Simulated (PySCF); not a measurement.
Isomers of C3H13PSi2, one GFN2-xTB conformer each. Single-point energies are computed at PBE0/pcSseg-1 (PySCF, gas phase, no added dispersion term), electronic only.

Problem. Rank them by PBE0/pcSseg-1 energy, lowest first (kJ/mol).
A. `C[Si](C)(C)P[SiH3]`
B. `[CH3:1][CH:2]([CH3:3])[SiH2:4][SiH2:5][PH2:6]` with C1–C2–Si4–Si5 55°, C2–Si4–Si5–P6 167°, Si4–Si5–P6–H -45° and 47°

Solution. A (0.0), B (116.1).

As drawn, the higher has an Si–Si bond, which the lower lacks. GFN2-xTB itself gives, in the same order: 0.0, 11.7. Both levels put the same isomer lowest.

Problem. Which frontier levels, dipoles and rotational constants go with these structures?

Solution. 
| SMILES | HOMO (eV, PBE0/pcSseg-1) | LUMO (eV) | dipole (D) | A, B, C (MHz) |
| --- | --- | --- | --- | --- |
| C[Si](C)(C)P[SiH3] | -6.98 | 0.50 | 1.57 | 2421, 1063, 991.7 |
| CC(C)[SiH2][SiH2]P | -7.12 | -0.26 | 1.80 | 4594, 676.9, 616.2 |
